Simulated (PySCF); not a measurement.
Computed properties of C3H7AlO2, SMILES [CH2]([Al]([OH])[OH])C=C

C3H7AlO2, SMILES [Al]([CH2]C=C)([OH])[OH]. Geometry: B3LYP-D3(BJ)/def2-SVP. The values are those of a single conformer. All values are computed for the isolated molecule unless a solvent is named; none is compared with measurement here.

**Structure.** All 33 harmonic modes at B3LYP-D3(BJ)/def2-SVP (PySCF) are real, so it is a minimum. With heavy atoms numbered as in [Al:1]([CH2:2][CH:3]=[CH2:4])([OH:10])[OH:12], the shortest bond between them is C3–C4 at 1.340 Å and the longest Al1–C2 at 1.962 Å.

**Vibrations.** The strongest infrared lines (harmonic, unscaled, degenerate partners summed) lie at 613 cm⁻¹ (267 km/mol, H 72 %, O 23 %), 373 cm⁻¹ (218 km/mol, H 85 %, O 13 %), 830 cm⁻¹ (110 km/mol, O 45 %, Al 38 %, H 13 %). The softest mode is at 32 cm⁻¹ and the zero-point energy is 60.6 kcal/mol.

**Electronic structure.** HF/def2-TZVP (PySCF) places the frontier levels at -9.25 and 2.56 eV, a gap of 11.81 eV, and gives a dipole moment of 0.64 D and a mean polarisability of 60.8 bohr³. PBE/def2-TZVP (PySCF) at the same geometry gives -5.81 and -1.19 eV, so its gap is 7.19 eV narrower. An orbital gap is neither the optical nor the fundamental gap.

**Excitations.** TDA-M06-2X/def2-SVPD (PySCF) has S1 at 5.69 eV (218 nm, f = 0.054, bright); the most intense of the 10 singlets computed lies at 7.01 eV (f = 0.20). T1 (TDA) is at 4.38 eV, 1.31 eV under S1. TDA-PBE/def2-SVPD (PySCF) puts S1 at 4.69 eV. No vertical singlet excitation falls in the visible range (under 3.1 eV).

**NMR.** GIAO shifts at PBE0/pcSseg-1 (PySCF) (non-relativistic, atoms alike by connectivity averaged): ¹³C from 16.7 to 148.9 ppm against TMS; ¹H from 1.8 to 6.4 ppm against TMS.
